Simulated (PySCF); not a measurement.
# [LuBr2]+ at several levels of theory

Computed with PySCF 2.14.0 (density fitting, no spin-orbit coupling) at the geometry relaxed with PBE0:

```xyz
3
[LuBr2]+ (singlet in the valence; each metal's 4f electrons, 14 of them, lie in its core potential, out of spins and levels)
Lu    0.0000    0.0000   -0.6779
Br    2.0799    0.0000    0.6574
Br   -2.0799    0.0000    0.6574
```

| level | basis | state | HOMO (eV) | gap (eV) | charge on Lu1 (e) | population of f-type functions on Lu1 (polarisation alone where 4f lies in the core) | dipole about the centre of mass (D) | largest force component (eV/Å) |
| --- | --- | --- | --- | --- | --- | --- | --- | --- |
| PBE0 | Lu lcecp-1-SVP with ECP60, Br def2-SVP | singlet | -13.17 | 4.88 | 1.21 | 0.03 | 6.54 | 0.01 |
| PBE | the same | singlet | -11.98 | 2.99 | 1.07 | 0.03 | 5.95 | 0.26 |
| PBE0 | Lu lcecp-1-TZVP with ECP60, Br def2-TZVP | singlet | -13.11 | 4.92 | 1.50 | 0.03 | 6.41 | 0.03 |

In the lcecp rows the 4f levels are missing from HOMO and gap, and the state counts the valence alone.

Charges are Mulliken's, which hang on the basis. The relaxation used the grid (50, 194), these runs (75, 302) or, all-electron (x2c bases, spin-free X2C Hamiltonian), (99, 590).

What does TPSSh with Lu lcecp-1-SVP with ECP60, Br def2-SVP give here?

state singlet, HOMO (eV) -12.54, gap (eV) 4.03, charge on Lu1 (e) 1.23, population of f-type functions on Lu1 (polarisation alone where 4f lies in the core) 0.03, dipole about the centre of mass (D) 6.49, largest force component (eV/Å) 0.21. Time: 5.8 s on 2 threads of Arm Neoverse V1 (shared host), from an already converged density.

In the first row's basis the gap widens with exact exchange: 3.0 eV for PBE (none); 4.0 to 4.9 eV for TPSSh, PBE0 (a fixed share).

An lcecp potential fixes the number of 4f electrons, so in runs with it no electron can move into or out of that shell.
